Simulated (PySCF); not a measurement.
**Removal energies of Te³⁴⁺ from EOM-IP-GCCSD**

Reference: closed-shell Te³⁴⁺, [Ar]; one electron is removed. Calculated with PySCF 2.14, two-component X2C-1e with screened spin-orbit coupling, an uncontracted even-tempered set (18 s from 2.1 bohr⁻², ratio 2.6; 14 p from 2.8 bohr⁻², ratio 2.6; 6 d from 2.8 bohr⁻², ratio 2.8; 3 f from 50 bohr⁻², ratio 2.8); frozen [Ne]; the 62 highest virtual spinors dropped; of the others 50 kept and the rest restored at second order. No Breit or QED terms. Binding energies in eV.

```json
{"level": "3p1/2", "Koopmans": "2377.1", "second order": "2377.1", "EOM-CCSD": "2377.2"}
{"level": "3p3/2", "Koopmans": "2310.5", "second order": "2311.1", "EOM-CCSD": "2311.3"}
```

For comparison, the ionisation energy of Te³⁴⁺ is 2309 ± 5 eV (theoretical estimate listed by NIST; NIST Atomic Spectra Database, ionization energies).

Only part of the computed levels is shown.
